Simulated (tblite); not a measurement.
Species: C5H13P3.
Structure used (GFN2-xTB), in Å, numbered top down from 1:
```xyz
21
C5H13P3 angstrom
C     -2.7250   -0.2520   -0.6095
P     -1.5233    0.2306    0.7090
C     -0.4471    1.3490   -0.3157
C      0.8521    1.6755    0.4076
P      2.0388    0.2632    0.6610
P      2.1722   -0.4628   -1.3864
C      0.8905   -1.0244    1.3610
C     -0.4117   -1.2571    0.6069
H     -2.2132   -0.5632   -1.5195
H     -3.3438   -1.0687   -0.2416
H     -3.3703    0.5978   -0.8261
H     -0.2411    0.8813   -1.2857
H     -1.0041    2.2754   -0.4915
H      0.6357    2.0777    1.4029
H      1.4093    2.4453   -0.1398
H      3.1595   -1.3821   -1.0388
H      3.1191    0.5052   -1.7122
H      0.6777   -0.7186    2.3908
H      1.4706   -1.9538    1.4107
H     -0.2130   -1.4997   -0.4437
H     -0.9417   -2.1018    1.0602
```

Level: GFN2-xTB in tblite, geometry and Hessian alike; calculated harmonic values, unscaled, isolated species. Against measured fundamentals such values can be off by several per cent, at times by over 20. Modes of hydrogen on phosphorus can be 10 to 20 % off. One conformer, not necessarily the lowest.

Harmonic wavenumbers (cm⁻¹): 72.1, 90.1, 150.0, 165.8, 171.4, 199.7, 226.5, 227.3, 282.8, 332.6, 348.7, 445.1, 500.1, 632.2, 668.0, 671.5, 677.3, 729.1, 739.1, 762.2, 782.8, 835.2, 837.1, 859.0, 876.9, 922.7, 1049.2, 1051.4, 1063.8, 1090.6, 1114.1, 1132.4, 1160.1, 1248.3, 1258.0, 1266.6, 1271.8, 1319.8, 1422.6, 1431.9, 1438.1, 1441.5, 1442.9, 1454.8, 2259.4, 2319.1, 2894.8, 2901.6, 2907.0, 2911.0, 2924.9, 2926.6, 2936.8, 2937.9, 2984.5, 3008.6, 3012.5.

A = 1918, B = 806.0, C = 796.9 MHz; mass 166.023 u (most abundant isotopes); point group Cs, symmetry number 1.

Question: Zero-point energy?

Answer: Half the sum of the wavenumbers: 36394 cm⁻¹ = 435.37 kJ/mol.

Question: Entropy at 400 K, 1 bar (ideal gas, RRHO, classical rotation)?

Answer: Translation 178.72, rotation 128.96, vibration 178.15: S = 485.8 J/(mol K).

Question: And Cp and H(400 K) − H(0)?

Answer: Cp = 228.30 J/(mol K), of which vibrations give 195.04 (their classical limit is 57 R = 473.9); H(400 K) − H(0) = 52.24 kJ/mol without the zero-point energy, 38.94 from vibrations.

Question: Blend soft modes into free rotors: weight 1/[1 + (100 cm⁻¹/ν̃)⁴] for the oscillator and the rest for a rotor with moment μB/(μ + B), μ = h/(8π²ν), B = 10⁻⁴⁴ kg m². What vibrational entropy results?

Answer: 170.95 J/(mol K) in place of 178.15, which changes −T·S at 400 K by +2.88 kJ/mol.

Question: What must be added to the electronic energy to get the Gibbs energy at 400 K and 1 bar?

Answer: ZPE + [H(400 K) − H(0)] − T·S = 435.37 + 52.24 − 194.33 = 293.28 kJ/mol.

Hindered rotation and anharmonicity are outside this model. Other conformers, if any are populated, would add a mixing term that is left out.
